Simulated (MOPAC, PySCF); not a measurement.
[Y(F)2(NH2)], neutral singlet in the gas phase. 

Z-matrix (Å, degrees):
```
Y
F 1 2.0086
F 1 2.0086 2 125.05
N 1 2.1377 2 117.39 3 -177.73
H 4 1.0223 1 127.54 2 178.39
H 4 1.0224 5 105.23 1 179.41
```
Charge 0, multiplicity 1.

All levels are single points at this geometry (r2SCAN-D4/def2-SVP); Pople sets use spherical d functions. Orbital energies aren't observables, and empty levels follow the basis.

HF/6-31G* (LANL2DZ on Y) in PySCF gives dipole (D) = 1.98.

Estimate the dipole (D) from each of these levels: B3LYP-D3(BJ)/def2-TZVP in PySCF; PBE-D3(BJ)/def2-TZVP in PySCF; TPSSh-D3(BJ)/def2-TZVP in PySCF; B3LYP/6-311+G** (LANL2DZ on Y) in PySCF; B3LYP/6-31G* (LANL2DZ on Y) in PySCF; B3LYP/LANL2DZ in PySCF; BP86/6-31G* (LANL2DZ on Y) in PySCF; M06-2X/6-31G* (LANL2DZ on Y) in PySCF; PBE/6-31G* (LANL2DZ on Y) in PySCF; SVWN5/6-31G* (LANL2DZ on Y) in PySCF; PM6 in MOPAC; PM7 in MOPAC.


```
level                                    dipole (D)
---------------------------------------  ----------
B3LYP-D3(BJ)/def2-TZVP in PySCF                1.96
PBE-D3(BJ)/def2-TZVP in PySCF                  1.95
TPSSh-D3(BJ)/def2-TZVP in PySCF                1.91
B3LYP/6-311+G** (LANL2DZ on Y) in PySCF        2.27
B3LYP/6-31G* (LANL2DZ on Y) in PySCF           2.06
B3LYP/LANL2DZ in PySCF                         2.64
BP86/6-31G* (LANL2DZ on Y) in PySCF            2.04
M06-2X/6-31G* (LANL2DZ on Y) in PySCF          2.10
PBE/6-31G* (LANL2DZ on Y) in PySCF             2.04
SVWN5/6-31G* (LANL2DZ on Y) in PySCF           2.16
PM6 in MOPAC                                   2.73
PM7 in MOPAC                                   2.52
```
